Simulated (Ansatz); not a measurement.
C$_{4}$H$_{8}$Ge, SMILES `C=[C]1[CH2][GeH]1[CH3]`. Charge 0, multiplicity 1. Geometry: relaxed with PBE0-D4/def2-TZVP.

```xyz
13

C     1.313   -1.953    0.042
C     0.812   -0.754    0.264
C     1.305    0.661    0.263
Ge   -0.611    0.456    0.661
C    -1.919    0.905   -0.705
H     2.363   -2.090   -0.213
H     0.702   -2.848    0.106
H     1.973    0.950    1.072
H     1.598    1.082   -0.697
H    -1.041    0.623    2.119
H    -2.796    0.264   -0.619
H    -1.468    0.757   -1.686
H    -2.230    1.946   -0.607
```

Task: What is the dipole moment at PBE/def2-TZVPP? (An estimate is asked.)

Result: Computed: 1.03 D, with components (-0.74, 0.55, -0.48) D in this frame, pointing from negative to positive charge.

Task: And with r2SCAN, B3LYP, ωB97M-V? (Estimate.)

Result: Ansatz gave: r2SCAN 1.04 D, B3LYP 1.08 D, ωB97M-V 1.10 D.

Task: Give the Mulliken charges with PBE, ωB97M-V, r2SCAN in def2-TZVPP. (Best estimate.)

Result: Ansatz gave: 
```tsv
atom	PBE	ωB97M-V	r2SCAN
C1	-0.21	-0.24	-0.20
C2	-0.05	-0.07	-0.05
C3	-0.20	-0.29	-0.17
Ge4	0.12	0.17	0.13
C5	-0.36	-0.42	-0.26
H6	0.08	0.10	0.07
H7	0.10	0.11	0.08
H8	0.09	0.11	0.08
H9	0.09	0.11	0.07
H10	-0.01	0.02	-0.01
H11	0.12	0.13	0.09
H12	0.12	0.13	0.08
H13	0.11	0.13	0.08
```

B3LYP here is the variant with VWN-RPA as its local correlation; programs differ in this.
